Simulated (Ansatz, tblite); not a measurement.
Forces on [MoO3F]- (MoO3F⁻) at its r2SCAN-D4/def2-SVPD geometry. The state is a singlet with charge -1.

In the def2 sets Mo takes a core potential; there is no spin–orbit coupling. The xTB rows come from tblite.

GFN1-xTB (tblite), largest force 2.05 eV/Å:

```xyz
5
positions Å, forces eV/Å
Mo    0.039   -0.005   -0.011    1.071   -0.127   -0.301
O     0.344   -1.677   -0.333   -0.545    1.927    0.422
O     0.346    0.930   -1.435   -0.548   -1.040    1.676
O     1.061    0.539    1.276   -1.361   -0.595   -1.409
F    -1.790    0.214    0.503    1.383   -0.165   -0.388
```

GFN2-xTB (tblite), largest force 2.00 eV/Å:

```
Mo 1.865 -0.222 -0.524
O -0.490 1.897 0.403
O -0.492 -1.032 1.641
O -1.295 -0.593 -1.404
F 0.413 -0.049 -0.116
```

BHLYP-D4/def2-TZVPD (Ansatz), largest force 1.46 eV/Å:

```
Mo 1.209 -0.144 -0.339
O -0.355 1.386 0.293
O -0.357 -0.755 1.198
O -0.943 -0.434 -1.027
F 0.446 -0.053 -0.125
```
